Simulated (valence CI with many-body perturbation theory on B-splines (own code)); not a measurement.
**E1 transitions of Tc12+**

Level of theory: valence CI with perturbative core correlation (CI+MBPT): three valence electrons over a frozen Dirac-Fock core [Ar] 3d10, a basis of 11 s, 11 p, 10 d, 8 f, 5 g, 2 h functions for each j, with the one-electron correlation potential Σ1, the two-electron term Σ2, the three-electron term Σ3, Breit, model QED; selected CI, second order for the rest, scaled by the run's own slope (own B-spline code, finite nucleus).

No measured levels were compared; by estimate levels hold to about 250 cm⁻¹ or 0.2 % of their energy and the worst to 1 %, as in measured heavy ions of charge 2 to 7; those with d or f electrons hold less well.

Lines 151 to 200 of 538 in falling wavelength, among levels below 1390500 cm⁻¹, chosen from the strongest by gf and those to the six lowest levels. Wavelengths and rates use the calculated energies, so an error of 1000 cm⁻¹ moves a line at 323.0 Å by 0.32 % and its rate by three times that or more. Electric multipoles are in the length gauge, E1 and E2 with the static RPA response of the core. Weak lines are less certain than strong ones. Lines between different terms over intervals too small for the method are left out, as are lines whose strength nearly cancels. Where a level lies close to another of its J and parity, the split of strength between their lines is uncertain. The highest levels of a list are the least certain.

Names give the largest LS component (configuration and term), which can be under half, so a name can repeat, a term be missing and a line seem to break the LS rules; names also repeat where a configuration has a term twice. Letters in brackets count levels of one name in rising energy.

```tsv
λ vac (Å)	Upper	Lower	A (s⁻¹)	S (a.u.) with core polarisation	S without
323.0	4p 4d2 4D°_7/2	4s 4p 4f 4G_7/2	2.92e+09	3.88e-01	4.31e-01
322.7	4p2 4d 2G_9/2	4s 4p 4d 4F°_9/2	4.64e+09	7.69e-01	8.54e-01
321.3	4p2 4d 4P_5/2	4s 4p 4d 4P°_5/2 [a]	7.28e+09	7.15e-01	7.91e-01
319.4	4p2 4d 4D_5/2	4s 4p 4d 4F°_5/2	6.22e+09	6.00e-01	6.65e-01
319.3	4p2 4f 4G°_9/2	4s 4p 4f 4F_7/2	3.80e+09	6.10e-01	6.73e-01
318.6	4p3 2P°_3/2	4s 4p2 2D_5/2	1.03e+10	6.60e-01	7.30e-01
317.7	4s 4p 5p 2D_5/2 [b]	4s2 5p 2P°_3/2	3.59e+10	3.41e+00	3.73e+00
317.3	4s 4p 5p 2P_1/2 [b]	4s2 5p 2P°_1/2	3.33e+10	1.05e+00	1.15e+00
317.2	4s 4p 5p 2P_3/2	4s2 5p 2P°_3/2	3.35e+10	2.11e+00	2.32e+00
315.9	4s 4p 5p 2D_3/2 [b]	4s2 5p 2P°_1/2	3.59e+10	2.23e+00	2.45e+00
315.2	4s 4p 5s 2P°_1/2 [b]	4s2 5s 2S_1/2	3.56e+10	1.10e+00	1.21e+00
314.2	4p3 4S°_3/2 [a]	4s 4p2 4P_1/2	5.20e+09	3.18e-01	3.52e-01
313.9	4s 4p 5s 2P°_3/2 [b]	4s2 5s 2S_1/2	3.47e+10	2.12e+00	2.33e+00
313.2	4p3 4S°_3/2 [b]	4s 4p2 4P_3/2	9.62e+09	5.83e-01	6.46e-01
313.0	4s 4p2 2S_1/2	4s2 4p 2P°_3/2	2.66e+10	8.06e-01	8.91e-01
312.8	4s 4p2 2P_1/2	4s2 4p 2P°_1/2	3.26e+10	9.85e-01	1.09e+00
312.8	4s 4p 4d 2P°_1/2 [b]	4s2 4d 2D_3/2	3.02e+10	9.13e-01	1.01e+00
312.2	4s 4p 4d 2D°_3/2 [b]	4s2 4d 2D_5/2	1.73e+10	1.04e+00	1.15e+00
311.1	4s 4p 4d 2P°_3/2 [b]	4s2 4d 2D_5/2	1.32e+10	7.83e-01	8.66e-01
311.0	4s 4p 5p 4D_5/2	4s2 4f 2F°_7/2	7.86e+09	7.00e-01	7.65e-01
310.9	4s 4p 4f 2D_3/2 [b]	4s2 4f 2F°_5/2	2.49e+10	1.48e+00	1.64e+00
309.9	4p3 2P°_3/2	4s 4p2 2D_3/2	2.50e+09	1.47e-01	1.63e-01
309.8	4s 4p 5p 2S_1/2 [b]	4s2 5p 2P°_3/2	4.08e+10	1.20e+00	1.29e+00
308.4	4s 4p 4f 2D_5/2 [b]	4s2 4f 2F°_7/2	1.72e+10	1.50e+00	1.68e+00
308.3	4s 4p 4d 2D°_5/2	4s2 4d 2D_5/2	2.34e+10	2.03e+00	2.25e+00
308.2	4p2 4f 4G°_11/2	4s 4p 4f 4F_9/2	4.02e+09	6.98e-01	7.66e-01
307.2	4s 4p 4d 2D°_3/2 [b]	4s2 4d 2D_3/2	6.53e+09	3.74e-01	4.14e-01
306.4	4s 4p2 2P_3/2	4s2 4p 2P°_3/2	4.16e+10	2.36e+00	2.61e+00
306.2	4s 4p 4d 2P°_3/2 [b]	4s2 4d 2D_3/2	1.88e+10	1.07e+00	1.18e+00
304.3	4s 4p 4f 2F_5/2 [c]	4s2 4f 2F°_5/2	1.61e+10	1.35e+00	1.49e+00
303.5	4s 4d2 2F_7/2 [b]	4s2 4f 2F°_5/2	1.03e+10	1.14e+00	1.26e+00
302.9	4s 4p 4f 2G_9/2 [c]	4s2 4f 2F°_7/2	3.22e+10	4.42e+00	4.87e+00
302.9	4s 4d2 2F_7/2 [b]	4s2 4f 2F°_7/2	8.86e+09	9.72e-01	1.08e+00
299.3	4s 4p 4f 2G_7/2 [c]	4s2 4f 2F°_5/2	2.53e+10	2.68e+00	2.95e+00
298.7	4s 4p 4f 2G_7/2 [c]	4s2 4f 2F°_7/2	7.25e+09	7.64e-01	8.44e-01
297.6	4p3 4S°_3/2 [b]	4s 4p2 4P_1/2	3.70e+09	1.93e-01	2.13e-01
291.4	4s 4p 4f 2G_9/2 [a]	4s 4p 4d 2F°_7/2 [b]	3.80e+09	4.65e-01	5.35e-01
290.3	4s 4p 4d 4F°_3/2	4s 4p2 2D_3/2	1.17e+09	5.67e-02	6.22e-02
284.7	4p2 4f 4G°_5/2 [b]	4p2 4d 2F_7/2 [b]	5.75e+09	3.93e-01	4.16e-01
283.2	4s 4p2 2S_1/2	4s2 4p 2P°_1/2	5.28e+09	1.18e-01	1.31e-01
283.0	4s2 6s 2S_1/2	4s2 5p 2P°_3/2	1.52e+10	3.40e-01	3.16e-01
277.8	4s 4p2 2P_3/2	4s2 4p 2P°_1/2	8.31e+09	3.52e-01	3.88e-01
275.9	4s 4p 4f 2F_7/2	4s 4p 4d 2F°_7/2 [b]	7.35e+09	6.10e-01	6.62e-01
275.8	4p3 2P°_3/2	4s 4p2 4P_5/2	2.61e+08	1.08e-02	1.20e-02
271.1	4p2 4f 2G°_7/2 [a]	4p2 4d 2G_7/2	6.51e+09	5.12e-01	5.63e-01
265.2	4p3 2P°_3/2	4s 4p2 4P_3/2	1.27e+09	4.68e-02	5.17e-02
262.4	4s 4p 4f 2D_5/2 [a]	4s 4p 4d 2D°_5/2	7.56e+09	4.05e-01	4.37e-01
262.2	4s 4p 4d 4P°_5/2 [a]	4s 4p2 2D_3/2	3.81e+08	2.03e-02	2.24e-02
261.3	4s 4p 4f 2F_7/2	4s 4p 4d 2F°_7/2 [a]	1.06e+10	7.44e-01	8.12e-01
260.9	4p2 4d 2P_3/2 [a]	4p3 2D°_5/2	1.03e+10	3.60e-01	3.95e-01
```
